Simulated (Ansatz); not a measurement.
C2H7O2Sb, singlet, geometry from GFN2-xTB (all electrons, no relativity); Ansatz (a program for electronic structure) with SC-NEVPT2/STO-3G, CASSCF(6,6).

Input for Ansatz:
Ansatz 0.2 input:
```yaml
crystal:
  periodic: [false, false, false]
  atoms:
    - {symbol: Sb, position_ang: [-0.44528987, -0.05520533, 0.57796346]}
    - {symbol: H, position_ang: [-1.60163122, -0.81530899, -0.41418743]}
    - {symbol: O, position_ang: [-0.23097644, 1.15273533, -0.99621654]}
    - {symbol: C, position_ang: [0.75401046, 2.14794407, -1.00248550]}
    - {symbol: H, position_ang: [1.75209221, 1.73917031, -0.82016466]}
    - {symbol: H, position_ang: [0.73709662, 2.59733211, -1.99704779]}
    - {symbol: H, position_ang: [0.55235075, 2.92834621, -0.26279479]}
    - {symbol: O, position_ang: [1.01932788, -1.29049088, 0.06717851]}
    - {symbol: C, position_ang: [1.14401248, -1.67611358, -1.27521836]}
    - {symbol: H, position_ang: [1.14851149, -0.81398424, -1.94587155]}
    - {symbol: H, position_ang: [2.09474381, -2.20371986, -1.36407934]}
    - {symbol: H, position_ang: [0.33167049, -2.34530195, -1.57346365]}
basis:
  gaussian:
    orbitals: STO-3G
magnetization: {spin_polarized: false}
correlation: {method: sc_nevpt2, electrons: all, active_space: {window: {electrons: 6, orbitals: 6}}}
```

### Question
What does Ansatz print? Leave out banner, timings and long lists.

### Answer

```
Functional definition: HF
670 factors; integrals over basis functions are off by at most 3.2e-5 eV
mean field evaluation 1: about -176270.1400 eV, gradient 2.7e1 eV
mean field evaluation 2: about -176270.3951 eV, gradient 2.7e1 eV
mean field evaluation 4: about -176273.0941 eV, gradient 1.7e0 eV
mean field evaluation 8: about -176273.1103 eV, gradient 7.7e-4 eV
mean field -176273.11033250 eV, -6477.9173225137 hartree, gradient 6.5e-6 eV, S^2 0.000000; 0 other end points of the search recorded, 0 dependent functions left out
reference -176273.11033250 eV, -6477.9173225137 hartree; 43, 43 occupied and 11, 11 virtual orbitals, 670 factors
state -176274.68702408 eV, -6477.9752648606 hartree
state -176274.68702408 eV, -6477.9752648606 hartree; corrected -176279.27948455 eV, -6478.1440346701 hartree
Total energy: -176279.27948455 eV, -6478.1440346701 hartree
```
